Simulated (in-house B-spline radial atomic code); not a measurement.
**RPBE excitations of the sulfur ion S⁴⁺**

Method: RPBE. Computed with a B-spline radial code for spherical atoms: linear response of the closed shell [Ne] 3s2 with the functional's adiabatic kernel; non-relativistic, point nucleus, no spin-orbit coupling, no double excitations, S, P, D and F terms only.

Command:
```bash
python run_td.py task.json out
```
Settings (radii: box in bohr, nucleus in fm):
```
Z                        16
electrons                12
configuration            [Ne] 3s2
hamiltonian              nr
method                   rpbe,pbe
box_radius               19.1
intervals                51
```

Run time, properties included: 0.3 s on 1 thread of Arm Neoverse N1, with other jobs on the host.

The lowest states, in the order of their Tamm-Dancoff energies; the method's threshold (minus the highest occupied level) is 65.65 eV. Labels give the largest channel, * marks a mixed state, and oscillator strengths are full-response dipole values. Semilocal kernels can invert the small singlet-triplet splittings of Rydberg terms. Energies in eV:

| state | full response | Tamm-Dancoff | oscillator strength |
| --- | --- | --- | --- |
| 3s → 3p 3P | 9.286 | 9.680 | - |
| 3s → 3p 1P | 15.454 | 16.017 | 1.34 |
| 3s → 3d 3D | 26.448 | 26.629 | - |
| 3s → 3d 1D | 29.091 | 29.107 | - |
| 3s → 4s 3S | ? | ? | - |
| 3s → 4s 1S | 38.74 | 38.77 | - |
| 3s → 4p 3P | 41.65 | 41.67 | - |
| 3s → 4p 1P | 42.10 | 42.13 | 0.109 |
| 3s → 4d 3D | 47.24 | 47.26 | - |
| 3s → 4d 1D | ? | ? | - |

(1) Where does 3s → 4s 3S lie?

(2) Where does 3s → 4d 1D lie?

(3) How large is the singlet-triplet splitting of 3s → 3p (P terms) in Tamm-Dancoff?

(4) What polarisabilities and dispersion coefficient does the method give?

Results:

(1) At 37.64 eV in full response, 37.65 eV in Tamm-Dancoff.

(2) At 47.55 eV in full response, 47.55 eV in Tamm-Dancoff.

(3) 6.34 eV, from the unrounded values.

(4) Dipole 4.337 bohr³, quadrupole 6.491 bohr⁵, C6 8.51 hartree·bohr⁶ for two such species.
